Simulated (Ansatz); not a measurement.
Isolated molecules relaxed with PBE0-D4/def2-TZVP in Ansatz; ΔE leaves out vibrations. CCSD(T)/CBS adds triple-zeta CCSD(T) − MP2 to the extrapolated MP2 energy (def2 sets, frozen cores). This one scheme is used for every species. DFT in def2-TZVPP. B3LYP here is the variant with VWN-RPA as its local correlation; programs differ in this. HSE06 is defined as in plane-wave codes. For Ge, Se outer-core shells are correlated without core-valence functions, which leaves a few kJ/mol of doubt a bond. Scalar relativity is left out up to krypton.

Reaction (hydrogenolysis of the Se–Ge bond): `[SiH3][Se][GeH3]` + H₂ → `[SiH3][SeH]` + GeH₄

`[SiH3][Se][GeH3]`:

Z-matrix (Å, degrees):
```
Si
Se 1 2.273
H 1 1.483 2 106.5
H 1 1.486 2 110.9 3 119.6
H 1 1.486 2 111.0 3 -119.6
Ge 2 2.358 1 94.9 3 -180.0
H 6 1.536 2 109.7 1 59.9
H 6 1.533 2 105.9 1 179.5
H 6 1.536 2 109.8 1 -60.9
```

H₂:

Z-matrix (Å, degrees):
```
H
H 1 0.746
```

`[SiH3][SeH]`:

```xyz
6

Si    0.086    0.569   -0.015
Se    0.167   -1.580   -0.771
H    -1.313    1.028    0.170
H     0.745    1.370   -1.075
H     0.820    0.721    1.266
H    -0.505   -2.108    0.424
```

GeH₄:

```xyz
5

Ge    0.000    0.000    0.000
H     0.454    1.011   -1.061
H     1.009   -1.154    0.072
H    -1.381   -0.551   -0.377
H    -0.081    0.694    1.366
```

```json
{"level": "LDA (SPW92)", "ΔE (kcal/mol)": "8.2", "difference from CCSD(T)/CBS": "-2.4"}
{"level": "PBE-D4", "ΔE (kcal/mol)": "10.7", "difference from CCSD(T)/CBS": "0.1"}
{"level": "r2SCAN-D4", "ΔE (kcal/mol)": "10.4", "difference from CCSD(T)/CBS": "-0.2"}
{"level": "B97M-V", "ΔE (kcal/mol)": "7.1", "difference from CCSD(T)/CBS": "-3.5"}
{"level": "PBE0-D4", "ΔE (kcal/mol)": "10.3", "difference from CCSD(T)/CBS": "-0.3"}
{"level": "B3LYP-D4", "ΔE (kcal/mol)": "9.9", "difference from CCSD(T)/CBS": "-0.7"}
{"level": "r2SCANh-D4", "ΔE (kcal/mol)": "10.4", "difference from CCSD(T)/CBS": "-0.2"}
{"level": "r2SCAN0-D4", "ΔE (kcal/mol)": "10.3", "difference from CCSD(T)/CBS": "-0.3"}
{"level": "HSE06-D4", "ΔE (kcal/mol)": "10.4", "difference from CCSD(T)/CBS": "-0.2"}
{"level": "BHLYP-D4", "ΔE (kcal/mol)": "9.9", "difference from CCSD(T)/CBS": "-0.7"}
{"level": "CAM-B3LYP-D4", "ΔE (kcal/mol)": "7.8", "difference from CCSD(T)/CBS": "-2.8"}
{"level": "ωB97X-V", "ΔE (kcal/mol)": "8.9", "difference from CCSD(T)/CBS": "-1.7"}
{"level": "ωB97M-V", "ΔE (kcal/mol)": "9.5", "difference from CCSD(T)/CBS": "-1.1"}
{"level": "B2PLYP", "ΔE (kcal/mol)": "8.7", "difference from CCSD(T)/CBS": "-1.9"}
{"level": "PBE-QIDH", "ΔE (kcal/mol)": "10.2", "difference from CCSD(T)/CBS": "-0.4"}
{"level": "PBE", "ΔE (kcal/mol)": "8.8", "difference from CCSD(T)/CBS": "-1.8"}
{"level": "BLYP", "ΔE (kcal/mol)": "6.8", "difference from CCSD(T)/CBS": "-3.8"}
{"level": "PBE0", "ΔE (kcal/mol)": "8.7", "difference from CCSD(T)/CBS": "-1.9"}
{"level": "B3LYP", "ΔE (kcal/mol)": "6.9", "difference from CCSD(T)/CBS": "-3.7"}
{"level": "r2SCANh", "ΔE (kcal/mol)": "9.9", "difference from CCSD(T)/CBS": "-0.7"}
{"level": "r2SCAN0", "ΔE (kcal/mol)": "9.7", "difference from CCSD(T)/CBS": "-0.9"}
{"level": "HSE06", "ΔE (kcal/mol)": "8.8", "difference from CCSD(T)/CBS": "-1.8"}
{"level": "BHLYP", "ΔE (kcal/mol)": "6.7", "difference from CCSD(T)/CBS": "-3.9"}
{"level": "CAM-B3LYP", "ΔE (kcal/mol)": "6.0", "difference from CCSD(T)/CBS": "-4.6"}
{"level": "LC-ωPBE", "ΔE (kcal/mol)": "7.3", "difference from CCSD(T)/CBS": "-3.3"}
{"level": "RPA@PBE/def2-TZVPP", "ΔE (kcal/mol)": "8.5", "difference from CCSD(T)/CBS": "-2.1"}
{"level": "HF/def2-SVP", "ΔE (kcal/mol)": "3.0", "difference from CCSD(T)/CBS": "-7.6"}
{"level": "MP2/def2-SVP", "ΔE (kcal/mol)": "8.6", "difference from CCSD(T)/CBS": "-2.0"}
{"level": "CCSD/def2-SVP", "ΔE (kcal/mol)": "5.2", "difference from CCSD(T)/CBS": "-5.4"}
{"level": "CCSD(T)/def2-SVP", "ΔE (kcal/mol)": "6.0", "difference from CCSD(T)/CBS": "-4.6"}
{"level": "HF/def2-TZVPP", "ΔE (kcal/mol)": "5.4", "difference from CCSD(T)/CBS": "-5.2"}
{"level": "MP2/def2-TZVPP", "ΔE (kcal/mol)": "12.1", "difference from CCSD(T)/CBS": "1.5"}
{"level": "SCS-MP2/def2-TZVPP", "ΔE (kcal/mol)": "10.3", "difference from CCSD(T)/CBS": "-0.3"}
{"level": "CCSD/def2-TZVPP", "ΔE (kcal/mol)": "8.3", "difference from CCSD(T)/CBS": "-2.3"}
{"level": "CCSD(T)/def2-TZVPP", "ΔE (kcal/mol)": "9.4", "difference from CCSD(T)/CBS": "-1.2"}
{"level": "HF/def2-QZVPP", "ΔE (kcal/mol)": "5.1", "difference from CCSD(T)/CBS": "-5.5"}
{"level": "MP2/def2-QZVPP", "ΔE (kcal/mol)": "12.7", "difference from CCSD(T)/CBS": "2.1"}
{"level": "HF/CBS(def2)", "ΔE (kcal/mol)": "5.1", "difference from CCSD(T)/CBS": "-5.5"}
{"level": "MP2/CBS(def2)", "ΔE (kcal/mol)": "13.2", "difference from CCSD(T)/CBS": "2.6"}
{"level": "CCSD/CBS(def2)", "ΔE (kcal/mol)": "9.4", "difference from CCSD(T)/CBS": "-1.2"}
{"level": "CCSD(T)/CBS", "ΔE (kcal/mol)": "10.6", "difference from CCSD(T)/CBS": "0"}
```

(1) What do rigid-rotor, harmonic-oscillator terms from PBE0-D4/def2-TZVP frequencies (298.15 K, 1 bar) make of the CCSD(T)/CBS value? (Estimate.)

Largest T1 diagnostic among the species: 0.012.

## Answers

(1) The calculation gave: ΔZPE = +1.8 kcal/mol, ΔH = +11.2 kcal/mol, ΔS = 6 J/(mol·K), ΔG = +10.7 kcal/mol. Modes under 50 cm⁻¹ make the entropy rough.

At CCSD(T), def2-SVP lies −4.6 kcal/mol from the extrapolated value and def2-TZVPP −1.2 kcal/mol. In def2-TZVPP, CCSD(T) changes the Hartree–Fock value by +4.1 kcal/mol (the triples alone add +1.1 kcal/mol) and MP2 by +6.7 kcal/mol. Leaving LDA and LC-ωPBE aside and taking each functional with its dispersion term where it has one, the values, not all of them listed here, spread over 4.3 kcal/mol, from B97M-V to revPBE-D4.
